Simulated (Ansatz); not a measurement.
CH6NPSi, SMILES `C1NP[SiH2]1`, relaxed with RKS PBE-D4/def2-SVP in Ansatz 0.2.0 from a rough embedded geometry. The force threshold is 0.03 eV/Å; the program also tests the step.

The species carries charge 0 and has multiplicity 1.

Start:

```xyz
10

C    -0.558    0.488   -0.475
N     0.182    1.158    0.570
P     0.822   -0.200    1.361
Si    0.695   -0.921   -0.667
H    -0.693    1.105   -1.429
H    -1.615    0.210   -0.202
H    -0.307    1.807    1.184
H    -0.302   -0.712    1.911
H     1.786   -0.657   -1.518
H    -0.010   -2.279   -0.735
```

Task: How much energy does the relaxation release, and in how many steps? (An estimate is asked.)

Result: Ansatz gave: 89.18 kJ/mol, in 6 steps.

Task: Which bonds change most? (An estimate is asked.)

Result: The calculation gave: P3–Si4 from 2.156 to 2.296 Å; P3–H8 from 1.352 to 1.474 Å; Si4–H9 from 1.409 to 1.503 Å; N2–P3 from 1.697 to 1.771 Å.

Task: Give the relaxed structure. (Estimate.)

Result: The calculation gave: 
```xyz
10

C    -0.609    0.545   -0.530
N     0.144    1.153    0.577
P     0.917   -0.132    1.519
Si    0.605   -0.944   -0.607
H    -0.700    1.208   -1.420
H    -1.634    0.188   -0.253
H    -0.292    1.937    1.079
H    -0.249   -0.911    1.978
H     1.780   -0.724   -1.517
H     0.037   -2.320   -0.826
```
